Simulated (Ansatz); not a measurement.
Cd5Te4I2, a halide-capped cluster cut from zinc blende CdTe (2 I on the cations), relaxed as a singlet with RKS PBE-D4/def2-SVP in Ansatz, starting from the GFN1-xTB geometry. Force threshold 0.03 eV/Å.

In the def2 sets Cd, I, Te take a core potential; there is no spin–orbit coupling.

Start:

```xyz
11

Cd    0.677    2.636    1.365
Cd    3.367    0.183    0.405
Cd    0.631   -0.488    2.271
Cd   -2.766    0.837    0.010
Cd    0.676   -2.112   -1.686
Te    2.694    1.278    3.014
Te   -1.661    3.370    0.401
Te    2.959   -0.550   -2.087
Te   -1.130   -1.527    0.532
I    -5.271    0.365   -0.825
I    -0.174   -3.992   -3.400
```

Task: Estimate the energy that the relaxation releases and the steps that it takes.

Result: 35.4 kJ/mol, in 11 steps; 35 s on 2 threads of AMD EPYC 7R13 on a shared host and a share (18 GiB) of an NVIDIA H100 80GB HBM3. No frequencies were taken in this run, so the end may be a saddle point.

Task: Does the start keep its bonding and symmetry?

Result: By distances, no bond broke or formed. The bond that changes most is Cd1–Te6, from 2.94 to 2.79 Å (atoms count from 1).

Task: Predict the relaxed structure.

Result: 
```xyz
11

Cd    0.577    2.628    1.583
Cd    3.047    0.432    0.245
Cd    0.683   -0.642    2.382
Cd   -2.270    0.718   -0.044
Cd    0.494   -1.792   -1.500
Te    2.640    1.269    2.869
Te   -1.549    3.361    0.260
Te    2.902   -0.606   -2.144
Te   -1.161   -1.809    0.888
I    -4.393   -0.212   -1.407
I    -0.970   -3.346   -3.131
```
Bond lengths (bridged metal pairs left out): 10 × Cd–Te 2.61 to 2.91 Å; 2 × Cd–I 2.69 Å.
